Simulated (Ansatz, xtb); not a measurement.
**C4H5ClN2O: which of two isomers lies lower**

Structure a is `COc1c[nH]c(Cl)n1`, a singlet and structure b is `OCn1cc(Cl)cn1`, a singlet. Both are isolated molecules in the gas phase, relaxed with r2SCAN-D4/def2-SVP; the shapes shown needn't be the lowest conformers.

a (Å):

```xyz
13

C    -1.4753   -1.2943    2.6562
C    -1.5554   -0.0159    0.6986
C    -1.8959    1.0243   -0.1491
C    -0.5988   -0.4611   -1.1405
Cl    0.3188   -1.1878   -2.3945
N    -1.2573    0.7062   -1.3409
N    -0.7528   -0.9289    0.0750
O    -1.9462   -0.1418    1.9746
H    -0.3739   -1.3143    2.6939
H    -1.8859   -1.2344    3.6720
H    -1.8186   -2.2185    2.1632
H    -2.5029    1.9151   -0.0185
H    -1.2749    1.2398   -2.2022
```

b (Å):

```xyz
13

C    -1.1743   -0.5690    1.0159
C     0.0041   -2.0609   -0.6553
C     1.0727   -1.8333   -1.5092
C     1.3870   -0.4614   -1.3629
Cl    1.8391   -2.9768   -2.5390
N    -0.2654   -0.8563   -0.0806
N     0.5700    0.1153   -0.4850
O    -0.5646   -0.6651    2.2608
H     0.1069    0.0314    2.3045
H    -1.9840   -1.3121    0.9842
H    -1.5845    0.4360    0.8103
H    -0.5618   -2.9623   -0.4293
H     2.1647    0.1107   -1.8683
```

Quicker runs give these differences E(b) − E(a): GFN2-xTB +51.4 kJ/mol; HF/STO-3G +40.2 kJ/mol (at GFN2-xTB geometries); r2SCAN-D4/def2-SVP//GFN2-xTB +39.4 kJ/mol.

**Question.** Estimate E(b) − E(a) at the level CCSD(T)/def2-SVP + ΔMP2/def2-TZVPP.

**Answer.** Calculated at CCSD(T)/def2-SVP + ΔMP2/def2-TZVPP: E(b) − E(a) = +17.6 kJ/mol, so structure a lies lower.

How the difference moves with the method:

```tsv
level	geometry	E(b) − E(a) (kJ/mol)	departure from the last row (kJ/mol)	job, with rough time for the two
GFN2-xTB	GFN2-xTB	+51.4	+33.7	optimisation, 0.27 s
HF/STO-3G	GFN2-xTB	+40.2	+22.6	single point, 0.42 s
r2SCAN-D4/def2-SVP//GFN2-xTB	GFN2-xTB	+39.4	+21.8	single point, 4.1 s
r2SCAN-D4/def2-SVP	r2SCAN-D4/def2-SVP	+37.9	+20.2	optimisation, 53 s
HF/def2-SVP	r2SCAN-D4/def2-SVP	+39.8	+22.2	part of the CCSD(T) run
MP2/def2-SVP	r2SCAN-D4/def2-SVP	+20.8	+3.2	part of the CCSD(T) run
CCSD(T)/def2-SVP	r2SCAN-D4/def2-SVP	+24.8	+7.2	single point
CCSD(T)/def2-SVP + ΔMP2/def2-TZVPP	r2SCAN-D4/def2-SVP	+17.6		single point, 87 s
```

As drawn, b has 1 C–N, 1 C∷C, 1 N∷N, 1 O–H in place of 1 C–O, 2 C∷N, 1 N–H (∷ is an aromatic bond).

The levels shown agree on the order. The largest departure from CCSD(T)/def2-SVP + ΔMP2/def2-TZVPP is that of GFN2-xTB, 33.7 kJ/mol. The last row adds to CCSD(T) the change of the MP2 difference between the two basis sets, here −7.2 kJ/mol.

With thermal terms from frequencies at re-optimised GFN2-xTB minima (ideal gas, soft modes damped towards free rotors, one conformer each, 298.15 K, 1 atm): the zero-point term adds +1.0 kJ/mol; ΔH is +18.1 and ΔG +18.6 kJ/mol.

The correlated steps freeze 12 core orbitals. Programs: Ansatz 0.2.0, xtb 6.7.1; the last row on 4 threads of Arm Neoverse V1 on a shared host.
